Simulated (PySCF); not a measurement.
Members of one series of related molecules.

All values: PBE0/pcSseg-1 (PySCF) at PBE0-D3(BJ)/def2-SVP geometries, gas phase, one conformer each.

Question: Rank by HOMO–LUMO gap, lowest first.
A. `[SiH3]CC([SiH3])C[SiH3]`
B. `CC(=S)[C@@H]([SiH3])C[SiH3]`
C. `[SiH3][C@H](C(F)=C(F)F)C[SiH3]`
D. `FC(F)[C@@H]([SiH3])C[SiH3]`

Answer: B (4.38 eV), C (7.18 eV), A (8.13 eV), D (9.12 eV).

All values together:

```tsv
SMILES	formula	μ (D)	HOMO (eV)	LUMO (eV)	lowest IAO charge (e)	highest IAO charge (e)	lowest Hirshfeld charge (e)	highest Hirshfeld charge (e)
FC(F)=C(F)[C@@H]([SiH3])C[SiH3]	C4H9F3Si2	1.24	-7.08	0.10	-0.530 (C)	+0.579 (Si)	-0.156 (C)	+0.311 (Si)
FC(F)[C@@H]([SiH3])C[SiH3]	C3H10F2Si2	1.90	-8.70	0.42	-0.532 (C)	+0.583 (Si)	-0.155 (C)	+0.312 (Si)
[SiH3]CC([SiH3])C[SiH3]	C3H14Si3	0.64	-7.85	0.28	-0.527 (C)	+0.575 (Si)	-0.152 (C)	+0.306 (Si)
CC(=S)[C@@H]([SiH3])C[SiH3]	C4H12SSi2	2.38	-6.38	-2.00	-0.529 (C)	+0.587 (Si)	-0.160 (C)	+0.310 (Si)
```

Conformers: `[F:1][C:2]([F:3])=[C:4]([F:5])[C@@H:6]([SiH3:7])[CH2:8][SiH3:9]` with C2–C4–C6–Si7 117°, C4–C6–C8–Si9 178°; `[F:1][CH:2]([F:3])[C@@H:4]([SiH3:5])[CH2:6][SiH3:7]` with F1–C2–C4–Si5 -56°, C2–C4–C6–Si7 176°; `[SiH3:1][CH2:2][CH:3]([SiH3:4])[CH2:5][SiH3:6]` with Si1–C2–C3–Si4 -175°, C2–C3–C5–Si6 60°; `[CH3:1][C:2](=[S:3])[C@@H:4]([SiH3:5])[CH2:6][SiH3:7]` with C1–C2–C4–Si5 90°, C2–C4–C6–Si7 179°.
